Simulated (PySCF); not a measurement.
Ligand exchange on a metal centre used in film growth or etching (W F-OH). All species are isolated molecules in the gas phase. One relaxed conformer stands for each flexible species; it need not be the lowest.

The HOMO from two functionals at the same geometries (TPSS-D3(BJ)/def2-SVP), both in PySCF: PBE-D3(BJ)/def2-TZVP and TPSSh-D3(BJ)/def2-TZVP. 

| species | PBE-D3(BJ)/def2-TZVP (eV) |
|---|---|
| 0 of 6 F replaced by OH ([W(F)6]) | -10.65 |
| 2 of 6 F replaced by OH ([W(F)4(OH)2]) | -8.78 |
| 5 of 6 F replaced by OH ([W(F)(OH)5]) | -7.33 |
| 6 of 6 F replaced by OH ([W(OH)6]) | -7.08 |

**Question.** What does TPSSh-D3(BJ)/def2-TZVP give for each?

**Answer.** 
- 0 of 6 F replaced by OH ([W(F)6]): -11.63
- 2 of 6 F replaced by OH ([W(F)4(OH)2]): -9.63
- 5 of 6 F replaced by OH ([W(F)(OH)5]): -8.09
- 6 of 6 F replaced by OH ([W(OH)6]): -7.85
Over these rows, drawn at random from the members with no instability flagged (it was tested for open shells, ions and some series alone), PBE minus TPSSh-D3(BJ): mean +0.84 eV, from +0.76 eV to +0.98 eV.
